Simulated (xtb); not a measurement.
xtb input (GFN1-xTB):

```bash
xtb mol.xyz --gfn 1 --opt tight --chrg 0 --uhf 0
```
mol.xyz:
```
3

Si     0.01682677     0.02100607     1.18504847
Br     0.95298677    -1.49153430    -0.22422480
Br    -0.95971748     1.48313187    -0.24979458
```

Output:

```
           -------------------------------------------------
          |                Calculation Setup                |
           -------------------------------------------------

           -------------------------------------------------
          |                 G F N 1 - x T B                 |
           -------------------------------------------------

        Reference                      10.1021/acs.jctc.7b00118
      * Hamiltonian:
        H0-scaling (s, p, d)           1.850000    2.250000    2.000000
        zeta-weighting                 0.000000
      * Dispersion:
        s8                             2.400000
        a1                             0.630000
        a2                             5.000000
        s9                             0.000000
      * Repulsion:
        kExp                           1.500000
        rExp                           1.000000
      * Coulomb:
        alpha                          2.000000
        third order                    atomic
        anisotropic                    false
      * Halogen bond correction:
        rad-scale                      1.300000
        damping                        0.440000

          ...................................................
          :                      SETUP                      :
          :.................................................:
          :  # basis functions                  30          :
          :  # atomic orbitals                  27          :
          :  # shells                            9          :
          :  # electrons                        18          :
          :  # halogen bonds                     0          :
          :  max. iterations                   250          :
          :  Hamiltonian                  GFN1-xTB          :
          :  restarted?                      false          :
          :  GBSA solvation                  false          :
          :  PC potential                    false          :
          :  electronic temp.          300.0000000     K    :
          :  accuracy                    1.0000000          :
          :  -> integral cutoff          0.2500000E+02      :
          :  -> integral neglect         0.1000000E-07      :
          :  -> SCF convergence          0.1000000E-05 Eh   :
          :  -> wf. convergence          0.2000000E-04 e    :
          :  Broyden damping             0.4000000          :
          :  net charge                          0          :
          :  unpaired electrons                  0          :
          ...................................................

 iter      E             dE          RMSdq      gap      omega  full diag
   1     -9.6331734 -0.963317E+01  0.578E+00    2.93       0.0  T
   2     -9.6537620 -0.205886E-01  0.425E+00    3.18       1.0  T
   3     -9.6819835 -0.282215E-01  0.173E+00    2.92       1.0  T
   4     -9.6844640 -0.248054E-02  0.268E-01    2.85       1.0  T
   5     -9.6844757 -0.117001E-04  0.131E-01    2.87       1.0  T
   6     -9.6845814 -0.105698E-03  0.126E-02    2.87       4.6  T
   7     -9.6845817 -0.310992E-06  0.425E-03    2.87      13.6  T
[...]
        14                         -0.0783009              -2.1307
       ...                                ...                  ...
        27                          0.8220984              22.3704
      -------------------------------------------------------------
                  HL-Gap            0.1039454 Eh            2.8285 eV
             Fermi-level           -0.3016379 Eh           -8.2080 eV

 SCC (total)                   0 d,  0 h,  0 min,  0.005 sec
 SCC setup                      ...        0 min,  0.000 sec (  1.482%)
 Dispersion                     ...        0 min,  0.000 sec (  0.584%)
 classical contributions        ...        0 min,  0.000 sec (  0.167%)
 integral evaluation            ...        0 min,  0.002 sec ( 35.137%)
 iterations                     ...        0 min,  0.001 sec ( 15.960%)
 molecular gradient             ...        0 min,  0.002 sec ( 43.027%)
 printout                       ...        0 min,  0.000 sec (  3.002%)

         :::::::::::::::::::::::::::::::::::::::::::::::::::::
         ::                     SUMMARY                     ::
         :::::::::::::::::::::::::::::::::::::::::::::::::::::
         :: total energy              -9.660732777788 Eh    ::
         :: gradient norm              0.000021051962 Eh/a0 ::
         :: HOMO-LUMO gap              2.828498863790 eV    ::
         ::.................................................::
         :: SCC energy                -9.683457118438 Eh    ::
         :: -> electrostatic           0.010763688286 Eh    ::
         :: repulsion energy           0.024013866703 Eh    ::
         :: dispersion energy         -0.001289526053 Eh    ::
         :: halogen bond corr.         0.000000000000 Eh    ::
         :: add. restraining           0.000000000000 Eh    ::
         :: total charge              -0.000000000000 e     ::
         :::::::::::::::::::::::::::::::::::::::::::::::::::::

           -------------------------------------------------
          |                Property Printout                |
           -------------------------------------------------

    * Orbital Energies and Occupations

         #    Occupation            Energy/Eh            Energy/eV
      -------------------------------------------------------------
         1        2.0000           -0.6700378             -18.2327
         2        2.0000           -0.6688036             -18.1991
         3        2.0000           -0.5229829             -14.2311
         4        2.0000           -0.4351766             -11.8418
         5        2.0000           -0.4260846             -11.5944
         6        2.0000           -0.4194418             -11.4136
         7        2.0000           -0.4128858             -11.2352
         8        2.0000           -0.4005917             -10.9007
         9        2.0000           -0.3536106              -9.6222 (HOMO)
        10                         -0.2496652              -6.7937 (LUMO)
        11                         -0.1813856              -4.9358
        12                         -0.1775726              -4.8320
        13                         -0.0818765              -2.2280
        14                         -0.0783009              -2.1307
        15                         -0.0767013              -2.0871
        16                         -0.0604349              -1.6445
        17                         -0.0543660              -1.4794
        18                         -0.0472913              -1.2869
        19                         -0.0402578              -1.0955
        20                         -0.0373587              -1.0166
       ...                                ...                  ...
        27                          0.8220984              22.3704
      -------------------------------------------------------------
                  HL-Gap            0.1039454 Eh            2.8285 eV
             Fermi-level           -0.3016379 Eh           -8.2080 eV

  Mulliken/CM5 charges         n(s)   n(p)   n(d)
     1Si    0.27362  0.17052   1.756  1.374  0.596
     2Br   -0.13681 -0.08526   1.920  5.201  0.016
     3Br   -0.13681 -0.08526   1.920  5.201  0.016

Wiberg/Mayer (AO) data.
largest (>0.10) Wiberg bond orders for each atom

 ---------------------------------------------------------------------------
     #   Z sym  total        # sym  WBO       # sym  WBO       # sym  WBO
 ---------------------------------------------------------------------------
     1  14 Si   2.889 --     3 Br   1.445     2 Br   1.445
     2  35 Br   1.477 --     1 Si   1.445
     3  35 Br   1.477 --     1 Si   1.445
 ---------------------------------------------------------------------------

Topologies differ in total number of bonds
Writing topology from bond orders to xtbtopo.mol

 dipole moment from electron density (au)
     X       Y       Z
   0.0137   0.0171   0.9636  total (Debye):    2.450

           -------------------------------------------------
Note: The following floating-point exceptions are signalling: IEEE_DENORMAL
normal termination of xtb
          |                Geometry Summary                 |
           -------------------------------------------------

      molecular mass/u    :      187.8925543
   center of mass at/Å    :       -0.0002304      -0.0002877      -0.0162294
  moments of inertia/u·Å² :        0.4534131E+02   0.5264014E+03   0.5717427E+03
rotational constants/cm⁻¹ :        0.3717941E+00   0.3202429E-01   0.2948465E-01

optimized geometry written to: xtbopt.xyz

           -------------------------------------------------
          | TOTAL ENERGY               -9.660732777788 Eh   |
          | GRADIENT NORM               0.000021051962 Eh/α |
          | HOMO-LUMO GAP               2.828498863790 eV   |
           -------------------------------------------------

------------------------------------------------------------------------
------------------------------------------------------------------------
 total:
 SCF:
 ANC optimizer:
```
